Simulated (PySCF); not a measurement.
Si(F)3(NH2) (F3H2NSi), SMILES [Si](F)(N)(F)F.

Geometry optimised at B3LYP-D3(BJ)/def2-SVP. The values are those of a single conformer.

Level of theory: TDDFT-B3LYP/def2-SVPD in PySCF.

Vertical excitations. Gas-phase values at a fixed geometry. State labels are in the subgroup Cs.

```tsv
state	symmetry	energy (eV)	λ (nm)	f	main pairs
S1	A'	6.96	178	0.047	HOMO→LUMO 99 %
S2	A"	8.54	145	0.000	HOMO→LUMO+2 81 %, HOMO→LUMO+3 18 %
S3	A'	8.55	145	0.001	HOMO→LUMO+1 98 %
S4	A"	8.96	138	0.003	HOMO→LUMO+3 82 %, HOMO→LUMO+2 17 %
S5	A'	9.96	125	0.043	HOMO→LUMO+4 94 %
S6	A"	10.16	122	0.001	HOMO−1→LUMO 97 %
S7	A'	10.40	119	0.001	HOMO→LUMO+5 88 %
S8	A'	10.57	117	0.027	HOMO−2→LUMO 91 %
S9	A"	10.59	117	0.008	HOMO−3→LUMO 96 %
S10	A'	10.70	116	0.169	HOMO−4→LUMO 87 %
T1	A'	6.52	190	0	HOMO→LUMO 96 %
T2	A"	8.33	149	0	HOMO→LUMO+2 69 %, HOMO→LUMO+3 30 %
T3	A'	8.40	148	0	HOMO→LUMO+1 94 %
T4	A"	8.79	141	0	HOMO→LUMO+3 68 %, HOMO→LUMO+2 29 %
```
Triplets are in the Tamm–Dancoff approximation, which puts them higher than full response would, so one can lie above its singlet here.
